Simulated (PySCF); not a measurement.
A structure optimised at PBE-D3(BJ)/def2-SVP, used in a PySCF frequency run:

```xyz
12

Si    -1.3259    -0.0481     0.0319
O     -2.2824     1.3097     0.1982
O      0.3141     0.5420     0.0047
C      1.2425    -0.4404    -0.0477
C      2.6567     0.0792    -0.0727
O      0.9192    -1.6193    -0.0675
H     -1.5708    -0.8562     1.2574
H     -1.5791    -0.7501    -1.2671
H     -2.3017     1.9123    -0.5650
H      3.3678    -0.7631    -0.1194
H      2.7968     0.7476    -0.9455
H      2.8466     0.6904     0.8322
```
Charge 0, spin multiplicity 1.

**Question.** Write its SMILES and formula.

**Answer.** CC(=O)O[SiH2]O, C₂H₆O₃Si

**Question.** What are its rotational constants (standard atomic weights)?

**Answer.** 7.6396, 1.5930, 1.3565 GHz
